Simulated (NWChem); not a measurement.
# Extrapolating the CCSD correlation energy of CCl₂

```
C
Cl 1 1.7189
Cl 1 1.7189 2 109.33
```
Charge 0, spin multiplicity 1.

The numbers come from NWChem runs, not from measurements. The geometry was optimised at PBE0/def2-SVP, a minimum by its harmonic frequencies.

The correlated methods keep 11 core orbitals frozen. The structure started from a generated list of species. Coupled-cluster values serve here as a point of comparison, not as the truth.

Worked example. The CCSD correlation energy is -419.79 mHa in cc-pVDZ and -551.84 mHa in cc-pVTZ. The form E(X) = E∞ + A/X³ turns the pair into an estimate of the basis-set limit.

E∞ = (3³·(-551.84) − 2³·(-419.79))/(3³ − 2³) = -607.4 mHa. The larger basis holds 91 % of that. This is a two-point estimate, and a rough one from so small a pair.
